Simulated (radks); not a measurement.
Spherical quantum dot in the effective-mass picture: electrons in a parabolic well V = omega^2 r^2 / 2 with omega = 1.35, all in effective atomic units (hartree* = m*/eps^2 hartree, bohr* = eps/m* bohr), one dielectric constant everywhere. Method: non-relativistic Kohn-Sham, PBEsol, spin-polarised, spherical densities; computed with a radial shooting solver with Libxc functionals. Levels are named by radial order and angular momentum (1s, 1p, 1d, 2s, ...), and open shells are averaged over m. Results are scaled to m* = 0.092 and eps = 5, for which hartree* = 100.1 meV and bohr* = 2.876 nm.

N = 36, configuration 1s2 1p6 1d10 2s2 1f14 2p(up 2, down 0). This is the lowest configuration that the search found. Occupied and some empty levels:

| level | occupation | eigenvalue (meV) | <r> (nm) |
|---|---|---|---|
| 1s up | 1 | 1880.6 | 4.389 |
| 1s down | 1 | 1884.3 | 4.459 |
| 1p up | 3 | 1936.0 | 5.556 |
| 1p down | 3 | 1938.0 | 5.590 |
| 1d up | 5 | 1997.2 | 6.359 |
| 1d down | 5 | 1998.5 | 6.362 |
| 2s up | 1 | 2008.0 | 5.527 |
| 2s down | 1 | 2011.5 | 5.467 |
| 1f up | 7 | 2064.5 | 6.967 |
| 1f down | 7 | 2065.8 | 6.958 |
| 2p up | 2 | 2083.8 | 6.096 |
| 2p down | 0 | 2087.9 | 6.102 |
| 1g up | 0 | 2137.6 | 7.463 |
| 1g down | 0 | 2139.1 | 7.451 |
| 2d up | 0 | 2165.3 | 6.660 |
| 2d down | 0 | 2168.5 | 6.692 |
| 3s up | 0 | 2176.2 | 6.219 |
| 3s down | 0 | 2178.5 | 6.217 |

Energy (meV): total 46477.6, kinetic 4732.9, external 17112, Hartree 26588, exchange-correlation -1955.3.
